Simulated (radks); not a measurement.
Values are calculated unless marked as measured or tabulated.
Neutral vanadium inside a hard spherical wall (all orbitals vanish at R), configuration held at [Ar] 3d3 4s2 and not refilled when levels cross. Level of theory: scalar-relativistic Kohn-Sham, r2SCAN, spin-unpolarised, spherical densities, finite nucleus; meta-GGA in the generalised Kohn-Sham scheme; Fermi nuclear charge, rms radius 3.6002 fm (a radial shooting solver on a logarithmic mesh with Libxc functionals). Eigenvalues in eV, with the zero of energy where the potential of the charges vanishes at infinity; a dash marks a level that is unbound or too diffuse for the functional's potential to be trusted. A positive occupied level is held by the wall or, in an anion where self-interaction has pushed it up, behind a barrier. The pressure on the wall is -dE/dV.

R (bohr)  E (hartree)  kinetic (hartree)    e(3s)    e(3p)   e(3d)   e(4s)  e(4p, empty)  e(5s, empty)  pressure (GPa)
free       -949.17250            957.984  -72.861  -45.523  -5.048  -4.879        -1.250             -               0
20         -949.17250            957.984  -72.861  -45.523  -5.048  -4.879        -1.250             -        < 0.0001
15         -949.17250            957.984  -72.861  -45.523  -5.048  -4.878        -1.249         1.933        < 0.0001
8          -949.16693            958.028  -72.568  -45.230  -4.773  -4.636        -0.752         6.040           0.229
4          -948.67169            959.910  -65.946  -38.743   1.406   4.272        11.658        49.565            89.4
3.5        -948.23236            961.328  -62.698  -35.601   4.667  10.688        19.684        73.069             236
2          -938.78805            990.073  -29.667   -1.523  43.908  115.37        133.00        347.36           12500
